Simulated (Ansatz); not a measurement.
A made-up structure of CH3OSe (charge +1), singlet:

```xyz
6
angstrom
C 0.5367 -0.8261 -0.0236
Se -0.8734 -0.0806 -0.6837
O 1.0747 0.4496 1.0184
H -1.6727 -0.8859 -1.6800
H -1.2929 1.3144 -0.2857
H 1.8863 0.1933 1.4868
```

It is relaxed with PBE-D4/def2-SVP and then PBE0-D4/def2-TZVP (Ansatz 0.2.0). Atoms count as bonded within 1.22 times the sum of their covalent radii (H–H: 0.88 Å). The end point is not checked to be a true minimum.

Does its bonding change? (A judgement: the text doesn't fix the answer.)

The calculation gives: Yes. Formed: C1–O3; broken: none.

Where it ends: The first stage lowers the energy by 3.55 eV in 19 steps. It ends as CH₃OSe ([OH][C][SeH2]), total charge +1:
C1  (0.636, -0.657, 0.181)
Se2  (-1.451, -0.137, -0.245)
O3  (1.042, 0.242, 0.941)
H4  (-1.291, -0.643, -1.618)
H5  (-1.248, 1.268, -0.651)
H6  (1.971, 0.092, 1.225)
(Å)

Labels in which every atom is bracketed show which atoms are joined, not bond orders.

For scale, one of the runs: PBE0-D4/def2-TZVP relaxation, 128 basis functions, launched by `ansatz run in.yaml --threads 2 --pin off --events-out ev --progress --plain --max-ram 4352MiB`. Hardware: 2 CPU threads of an Arm Neoverse V2, shared host. Wall time about 35 s.
